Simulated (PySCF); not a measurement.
Geometry:
| atom | x (Å) | y (Å) | z (Å) |
| --- | --- | --- | --- |
| Si1 | 0.312 | 0.005 | 0.214 |
| C2 | 0.344 | -0.015 | 2.096 |
| C3 | 1.303 | -0.562 | 2.854 |
| H4 | -0.515 | 0.424 | 2.623 |
| H5 | 2.195 | -1.020 | 2.412 |
| H6 | 1.246 | -0.576 | 3.948 |
| C7 | 2.067 | 0.032 | -0.466 |
| C8 | 3.133 | 0.566 | 0.144 |
| H9 | 2.227 | -0.385 | -1.470 |
| H10 | 3.063 | 1.005 | 1.145 |
| H11 | 4.124 | 0.587 | -0.324 |
| C12 | -0.543 | 1.640 | -0.341 |
| C13 | 0.103 | 2.775 | 0.463 |
| C14 | -2.047 | 1.615 | -0.060 |
| C15 | -0.298 | 1.904 | -1.830 |
| H16 | -0.317 | 3.748 | 0.150 |
| H17 | -0.073 | 2.673 | 1.546 |
| H18 | 1.192 | 2.819 | 0.303 |
| H19 | -2.273 | 1.388 | 0.994 |
| H20 | -2.570 | 0.872 | -0.682 |
| H21 | -2.493 | 2.600 | -0.284 |
| H22 | -0.736 | 1.128 | -2.474 |
| H23 | 0.777 | 1.964 | -2.058 |
| H24 | -0.752 | 2.868 | -2.123 |
| C25 | -0.515 | -1.636 | -0.367 |
| C26 | -0.829 | -1.617 | -1.864 |
| C27 | -1.798 | -1.909 | 0.425 |
| C28 | 0.482 | -2.763 | -0.075 |
| H29 | -1.207 | -2.604 | -2.187 |
| H30 | -1.603 | -0.876 | -2.115 |
| H31 | 0.060 | -1.394 | -2.476 |
| H32 | -2.574 | -1.151 | 0.245 |
| H33 | -1.605 | -1.943 | 1.509 |
| H34 | -2.220 | -2.888 | 0.135 |
| H35 | 0.747 | -2.806 | 0.993 |
| H36 | 1.416 | -2.652 | -0.647 |
| H37 | 0.041 | -3.739 | -0.346 |

- NMR shieldings at PBE0/pcSseg-1/GIAO
- coordinates at the PBE0-D3(BJ)/def2-SVP level
- run in PySCF 2.14.0 with density-fitted response routines
- fast rotation and ring inversion assumed for equivalent nuclei, isolated molecule, one conformer, relativity neglected

References, each an isolated molecule treated in the same way: TMS for ¹³C (σ = 184.41 ppm) and ¹H (σ = 31.27 ppm) and ²⁹Si (σ = 351.99 ppm).

```json
{"atoms": "C3/C8", "nucleus": "¹³C", "count": "2", "δ (ppm)": "?"}
{"atoms": "H16/H17/H18/H19/H20/H21/H22/H23/H24/H29/H30/H31/H32/H33/H34/H35/H36/H37", "nucleus": "¹H", "count": "18", "δ (ppm)": "0.98"}
{"atoms": "H5/H6/H10/H11", "nucleus": "¹H", "count": "4", "δ (ppm)": "6.36"}
{"atoms": "C13/C14/C15/C26/C27/C28", "nucleus": "¹³C", "count": "6", "δ (ppm)": "28.6"}
{"atoms": "C2/C7", "nucleus": "¹³C", "count": "2", "δ (ppm)": "142.1"}
{"atoms": "H4/H9", "nucleus": "¹H", "count": "2", "δ (ppm)": "?"}
{"atoms": "C12/C25", "nucleus": "¹³C", "count": "2", "δ (ppm)": "20.3"}
{"atoms": "Si1", "nucleus": "²⁹Si", "count": "1", "δ (ppm)": "-2.7"}
```

**Question.** Estimate the values marked ?.

**Answer.** 
- C3/C8: 145.3 ppm, carbon bonded to C, 2 H
- H4/H9: 6.44 ppm, hydrogen on a carbon bonded to C, Si

Shifts are as computed. Against solution values, carbons near 30 ppm lie about +2 ppm off and those near 130 ppm about +5 ppm. Of 1313 compounds with measured shifts, 239 miss one by over three times the rms of a fit or turn the order of signals round; such compounds aren't used in these exercises.
